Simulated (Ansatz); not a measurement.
Z-matrix (Å, degrees):
```
Si
H 1 1.4886
C 1 1.8934 2 110.49
H 3 1.0901 1 112.14 2 44.11
H 3 1.0908 4 108.74 1 -122.88
H 3 1.0922 4 108.11 5 -116.61
Si 1 2.2052 2 112.91 3 129.38
O 7 1.6508 1 121.34 2 39.76
H 8 0.9613 7 118.55 1 128.99
H 7 1.4902 8 109.32 9 -13.78
```
Charge 0, spin multiplicity 1.

Level of theory: frozen-core CCSD(T)/cc-pVTZ // B3LYP-D3(BJ)/def2-TZVP run with Ansatz (an electronic-structure program). The restricted HF reference is unstable towards unrestricted orbitals.

- HF energy: -694.13572 Ha
- MP2 correlation energy: -0.65893 Ha

**Question.** Estimate the CCSD correlation energy, the (T) correction, the total energy and the T1 diagnostic.

**Answer.** 
* **CCSD correlation energy**: -0.70381 Ha
* **(T) correction**: -0.03018 Ha
* **CCSD(T) total energy**: -694.86971 Ha
* **T1 diagnostic**: 0.015
